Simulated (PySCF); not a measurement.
# Ionisation energy of In by level of theory

In [Kr] 4d10 5s2 5p1 [5p1/2^1, M_J = 1/2] → In⁺ [Kr] 4d10 5s2, as a difference of total energies. Computed with PySCF 2.14 in x2c-TZVPPall-2c, with the two-component X2C-1e Hamiltonian. Correlated levels: [Ar] 3d10 frozen; the 6 highest virtual spinors dropped. "Screened" scales the spin-orbit matrix elements by Boettger's factors to mimic the two-electron term; Breit and QED terms are absent.

```tsv
method	ionisation energy (eV)	error (eV)
GHF (spin-free)	5.222	-0.564
GMP2 (spin-free)	5.424	-0.362
GHF (screened spin-orbit)	5.402	-0.384
GMP2 (screened spin-orbit)	5.613	-0.173
```

Reference: 5.786 eV (measured; NIST Atomic Spectra Database, ionization energies).

The spin-free rows lack the spin-orbit shift.

Errors of the correlated levels include the incompleteness of this basis and the frozen core.
